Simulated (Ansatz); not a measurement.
A run for Ansatz (a quantum-chemistry and plane-wave program): R-CCSD(T)/cc-pVDZ on CH6GaN (SMILES C[NH][GaH2]), a point of a torsion scan. The run froze 16 orbitals, filled d shells among them.

Ansatz 0.2 input:
```yaml
crystal:
  periodic: [false, false, false]
  atoms:
    - {symbol: C, position_ang: [-1.21814971, 0.27555231, 0.27045676]}
    - {symbol: N, position_ang: [-0.08340127, -0.64520582, 0.13081999]}
    - {symbol: Ga, position_ang: [1.61815473, -0.15214395, -0.33119375]}
    - {symbol: H, position_ang: [-1.80802590, 0.35336219, -0.64914930]}
    - {symbol: H, position_ang: [-0.83168092, 1.26728590, 0.51724043]}
    - {symbol: H, position_ang: [-1.87958595, -0.04633065, 1.08034105]}
    - {symbol: H, position_ang: [-0.43048454, -1.57292357, -0.10116565]}
    - {symbol: H, position_ang: [2.36677205, -0.68945864, -1.59270944]}
    - {symbol: H, position_ang: [2.26770180, 0.98340316, 0.51386738]}
basis:
  gaussian:
    orbitals: cc-pVDZ
magnetization: {spin_polarized: false}
correlation: {method: ccsd_t, electrons: outside_noble_gas}
scf: {lower_state_search: off}
```

It printed:

```
WARN ansatz: RAYON_NUM_THREADS=1 ignored (pool sized by the plan → 1); use --threads N
Functional definition: HF
these checks for a lower state are left out or cut short: stability, starts, cluster_reference, orbital_swaps, neighbouring_geometries, increment
integrals: 0.08 GiB planned
847 factors; integrals over basis functions are off by at most 1.1e-3 eV
mean field: 0.22 GiB planned
mean field evaluation 1: about -54937.6002 eV, gradient 3.1e1 eV
mean field evaluation 2: about -54937.6814 eV, gradient 3.1e1 eV
mean field evaluation 4: about -54940.0484 eV, gradient 3.0e0 eV
mean field evaluation 8: about -54940.0825 eV, gradient 1.4e-1 eV
mean field -54940.08259320 eV, -2019.0107955747 hartree, gradient 5.0e-6 eV, S^2 0.000000; 0 other end points of the search recorded, 0 dependent functions left out
16 core orbitals not correlated
reference -54940.08259320 eV, -2019.0107955747 hartree; 9, 9 occupied and 60, 60 virtual orbitals, 847 factors
second order -10.57523727 eV of doubles, -0.00000000 eV of singles
coupled cluster: 0.19 GiB planned
cycle   1  -11.26195826 eV  change   -6.9e-1 eV  update   8.3e-2
cycle   2  -11.61266487 eV  change   -3.5e-1 eV  update   2.6e-2
cycle   3  -11.69231295 eV  change   -8.0e-2 eV  update   1.6e-2
cycle   4  -11.68945531 eV  change    2.9e-3 eV  update   6.8e-3
cycle   5  -11.68954116 eV  change   -8.6e-5 eV  update   3.7e-3
cycle   6  -11.68970921 eV  change   -1.7e-4 eV  update   1.3e-3
cycle   7  -11.68930117 eV  change    4.1e-4 eV  update   3.7e-4
cycle   8  -11.68936511 eV  change   -6.4e-5 eV  update   1.1e-4
cycle   9  -11.68938511 eV  change   -2.0e-5 eV  update   3.5e-5
cycle  10  -11.68937511 eV  change    1.0e-5 eV  update   1.4e-5
perturbative correction -0.30727025 eV, -0.0112919735 hartree
Total energy: -54952.07923857 eV, -2019.4516641603 hartree
Checks for a lower state left out: stability, starts, cluster_reference, orbital_swaps, neighbouring_geometries, increment
```

Self-consistency was reached.

Cost: around 2.7 core-seconds (rough).
